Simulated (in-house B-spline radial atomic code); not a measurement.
Ag5+: [Kr] 4d(4 up, 2 down)

All numbers are computed (non-relativistic r2SCAN, spin-polarised, spherical fractional occupations; point nucleus) with a B-spline radial code for spherical atoms, not measured.

Z_r = [3n² - l(l+1)]/(2<r>); Z_e = n√(-2ε); the last column is Slater's effective charge. Values are occupation-weighted means over spin.

```csv
shell,electrons,ε (eV),<r> (bohr),Z_r,Z_e,Slater
1s,2,-24655,0.0324,46.30,42.57,46.70
2s,2,-3637.1,0.1404,42.73,32.70,42.85
2p,6,-3386.9,0.12,41.65,31.56,42.85
3s,2,-733.28,0.3801,35.52,22.02,35.75
3p,6,-631.92,0.3724,33.57,20.45,35.75
3d,10,-445.58,0.3452,30.42,17.17,25.85
4s,2,-165.3,0.9238,25.98,13.94,19.25
4p,6,-132.37,0.9783,23.51,12.48,19.25
4d,6,-78.482,1.145,18.33,9.61,9.25
```

The least bound orbital is 4d down at -76.81 eV, and it is also the most diffuse (<r> = 1.149 bohr).
